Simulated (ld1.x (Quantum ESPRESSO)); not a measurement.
An all-electron radial function and its pseudo partner (Rb)

Columns: radius, all-electron u(r) and pseudo u(r) of the 4p shell (level -15.96 eV) of rubidium in the configuration [Ar] 3d10 4s2 4p6 5s1 5p0; PBE, scalar-relativistic, TM scheme, ld1.x (Quantum ESPRESSO) 7.5.

| r (bohr) | all-electron | pseudo |
| --- | --- | --- |
| 0.128 | 0.2003 | 0.0169 |
| 0.255 | -0.2330 | 0.0658 |
| 0.382 | -0.4037 | 0.1425 |
| 0.510 | -0.2683 | 0.2413 |
| 0.638 | -0.0059 | 0.3533 |
| 0.765 | 0.2619 | 0.4680 |
| 0.893 | 0.4870 | 0.5777 |
| 1.020 | 0.6518 | 0.6723 |
| 1.148 | 0.7611 | 0.7467 |
| 1.275 | 0.8211 | 0.7959 |
| 1.402 | 0.8428 | 0.8197 |
| 1.530 | 0.8356 | 0.8195 |
| 1.658 | 0.8078 | 0.7987 |
| 1.785 | 0.7667 | 0.7626 |
| 1.912 | 0.7175 | 0.7161 |
| 2.040 | 0.6636 | 0.6633 |
| 2.168 | 0.6083 | 0.6083 |
| 2.295 | 0.5542 | 0.5542 |
| 2.422 | 0.5020 | 0.5020 |
| 2.550 | 0.4523 | 0.4523 |
| 2.678 | 0.4060 | 0.4060 |
| 2.805 | 0.3636 | 0.3636 |
| 2.932 | 0.3247 | 0.3247 |
| 3.060 | 0.2892 | 0.2892 |
| 3.188 | 0.2570 | 0.2570 |
| 3.315 | 0.2283 | 0.2283 |

**Question.** How many radial nodes do the two functions have?

**Answer.** The all-electron 4p function has n − l − 1 = 2; the pseudo-wave has 0, since the states of the same l below it are removed with the core.

**Question.** At about which radius was the pseudo-wave matched?

**Answer.** 2.35 bohr. The columns agree to 0.0005 from 2.04 bohr on; several derivatives are matched, so the curves merge somewhat inside the radius.

**Question.** Is the pseudo-wave norm-conserving?

**Answer.** Yes: the TM scheme keeps the norm inside the radius equal to the all-electron one, which fixes the energy derivative of the logarithmic derivative at the level.
